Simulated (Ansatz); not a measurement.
Geometry optimisation, DFT PBE, scalar-relativistic, plane waves, PAW in Ansatz 0.2.0.

Input:

```yaml
accuracy: low
crystal:
  lattice:
    - [8.232746, 0.0, 0.0]
    - [0.0, 8.232746, 0.0]
    - [0.0, 0.0, 8.232746]
  atoms:
    - { symbol: S, position: [0.3213975, 0.2659778, 0.4453057] }
    - { symbol: H, position: [0.3840124, 0.318118, 0.5861314] }
    - { symbol: H, position: [0.4536842, 0.3075213, 0.3601853] }
    - { symbol: S, position: [-0.0607274, 0.0704, 0.0581909] }
    - { symbol: H, position: [0.0567345, 0.0829034, 0.1700725] }
    - { symbol: H, position: [0.0247341, 0.1511064, -0.0542987] }
    - { symbol: S, position: [0.7449905, 0.1510646, 0.6965834] }
    - { symbol: H, position: [0.8349931, 0.2851378, 0.6767086] }
    - { symbol: H, position: [0.7755726, 0.0967842, 0.5462854] }
    - { symbol: C, position: [0.3990057, 0.3215794, 0.0098413] }
    - { symbol: H, position: [0.2807027, 0.3711899, -0.0227418] }
    - { symbol: H, position: [0.4373067, 0.2346645, -0.0823395] }
    - { symbol: H, position: [0.3905545, 0.2607119, 0.1270684] }
    - { symbol: H, position: [0.4874588, 0.4197512, 0.0173781] }
    - { symbol: C, position: [0.1592034, 0.6962311, 0.1263266] }
    - { symbol: H, position: [0.0852789, 0.5981859, 0.0769225] }
    - { symbol: H, position: [0.1168954, 0.7263438, 0.2480711] }
    - { symbol: H, position: [0.1489524, 0.8027608, 0.0484497] }
    - { symbol: H, position: [0.2856868, 0.6576339, 0.1318631] }
    - { symbol: C, position: [0.6540958, 0.6371036, 0.1747886] }
    - { symbol: H, position: [0.7571878, 0.6925231, 0.1129891] }
    - { symbol: H, position: [0.6851697, 0.5134135, 0.2101951] }
    - { symbol: H, position: [0.5498365, 0.6347908, 0.0932834] }
    - { symbol: H, position: [0.6241892, 0.7076871, 0.2826869] }
    - { symbol: C, position: [0.7015231, 0.7684784, 0.8026468] }
    - { symbol: H, position: [0.6807172, 0.7817151, 0.9326867] }
    - { symbol: H, position: [0.5862612, 0.7781835, 0.738312] }
    - { symbol: H, position: [0.7557274, 0.6501773, 0.7784558] }
    - { symbol: H, position: [0.7833868, 0.8638377, 0.7611328] }
    - { symbol: C, position: [0.2537881, 0.9086905, 0.7430227] }
    - { symbol: H, position: [0.2563847, 0.9720068, 0.8592242] }
    - { symbol: H, position: [0.1372009, 0.8477166, 0.7285985] }
    - { symbol: H, position: [0.3511672, 0.8191213, 0.7393985] }
    - { symbol: H, position: [0.2703998, 0.9959174, 0.6448699] }
    - { symbol: C, position: [0.3479538, 0.8737008, 0.426467] }
    - { symbol: H, position: [0.4294401, 0.9690206, 0.4688061] }
    - { symbol: H, position: [0.3852625, 0.7576457, 0.4780201] }
    - { symbol: H, position: [0.3528598, 0.8669175, 0.2943747] }
    - { symbol: H, position: [0.2242529, 0.9012197, 0.4646672] }
basis:
  ecutwfc: 420.0
kpoints:
  mp_grid: { grid: [1, 1, 1] }
hamiltonian:
  xc: pbe
scf:
  occupations: { method: fermi_dirac, width: 0.05 }
  lower_state_search: "off"
relax:
  f_tol: 0.3
  max_steps: 15
  adjacent_minimum: "off"
output:
  write_density: true
  write_potential: true
  elf: true
  volumetric_format: npy
```

Command:

```bash
$ ansatz run input.yaml --threads 1 --pin off --max-ram 3072MiB --backend cpu --events-out ev --progress --plain --runs-dir out
```

Where does it end, and by what steps?

It converged. The threshold is loose, so the end isn't yet a minimum. The force dipped under the threshold on the way, but the program's further checks kept it going. Limits of this set-up: coarse k mesh, low accuracy level. After 12 steps the energy has fallen by 1.564 eV; S1 moved furthest, 1.46 Å.

```csv
step,energy less start (eV),largest force component (eV/Å),accepted
0,0.0000,0.807,yes
1,-0.5188,0.388,yes
2,-0.8615,0.984,yes
3,-1.1234,0.344,yes
4,-1.2587,0.469,yes
5,-1.3534,0.366,yes
6,-1.4141,0.394,yes
7,-1.4771,0.174,yes
8,-1.4771,0.175,yes
9,-1.5152,0.363,yes
10,-1.5363,0.547,yes
11,-1.5635,0.253,yes
12,-1.5635,0.254,yes
```

```xyz
39
Lattice="8.2327 0.0000 0.0000 0.0000 8.2327 0.0000 0.0000 0.0000 8.2327" Properties=species:S:1:pos:R:3
S 2.055 3.433 4.163
H 2.922 2.792 4.988
H 3.005 3.560 3.208
S -0.726 0.805 1.317
H 0.419 1.400 1.757
H -0.554 1.292 0.059
S 6.227 1.936 5.295
H 6.771 2.993 4.648
H 6.481 1.125 4.244
C 3.580 2.202 -0.073
H 2.626 2.664 -0.351
H 3.919 1.547 -0.883
H 3.449 1.610 0.840
H 4.328 2.981 0.101
C 1.069 5.152 0.820
H 0.500 4.312 0.406
H 1.065 5.082 1.916
H 0.603 6.098 0.518
H 2.102 5.118 0.448
C 5.737 4.822 2.218
H 6.435 5.592 1.865
H 6.156 3.825 2.021
H 4.785 4.933 1.687
H 5.562 4.949 3.294
C 5.828 6.109 6.397
H 5.582 6.807 7.208
H 4.924 5.865 5.825
H 6.245 5.191 6.831
H 6.568 6.574 5.731
C 1.693 7.715 6.331
H 1.626 8.099 7.354
H 0.831 7.067 6.131
H 2.616 7.135 6.219
H 1.694 8.551 5.623
C 3.308 7.606 2.903
H 4.011 8.255 3.436
H 3.227 6.644 3.422
H 3.666 7.439 1.880
H 2.322 8.084 2.877
```

Time of the run: 26 s on 1 thread of Intel(R) Xeon(R) 6975P-C (Granite Rapids) (shared host), peak memory 0.56 GiB.
